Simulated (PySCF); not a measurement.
## Working out the ionisation energy of Fe⁺

Fe⁺ [Ar] 3d6 4s1 (6D) → Fe²⁺ [Ar] 3d6 (5D). All numbers are calculated (PySCF 2.14, scalar relativity by spin-free X2C-1e, in aug-cc-pVDZ-DK). Frozen: [Ar]. Energies in hartree (1 hartree = 27.21139 eV):

```json
{"part": "UHF", "Fe⁺ (lower)": "-1271.108518", "Fe²⁺ (upper)": "-1270.545053"}
{"part": "MP2 opposite-spin", "Fe⁺ (lower)": "-0.046968", "Fe²⁺ (upper)": "-0.041077"}
{"part": "MP2 same-spin", "Fe⁺ (lower)": "-0.073437", "Fe²⁺ (upper)": "-0.058820"}
```

Task: What does Hartree-Fock give?

Result: (-1270.545053) − (-1271.108518) = 0.563465 hartree = 15.333 eV.

Task: What do MP2 and SCS-MP2 (6/5 opposite-spin, 1/3 same-spin) give?

Result: The opposite-spin parts differ by 0.160 eV and the same-spin parts by 0.398 eV. MP2: 15.333 + (0.160) + (0.398) = 15.891 eV. SCS-MP2: 15.333 + 1.2 × (0.160) + (0.398)/3 = 15.658 eV.

Reference: 16.199 eV (measured; NIST Atomic Spectra Database, ionization energies), between the lowest levels; spin-orbit coupling is absent from the calculation.

A double-zeta basis recovers only part of the correlation energy.

What remains against the reference includes basis incompleteness, the frozen core and correlation beyond second order.
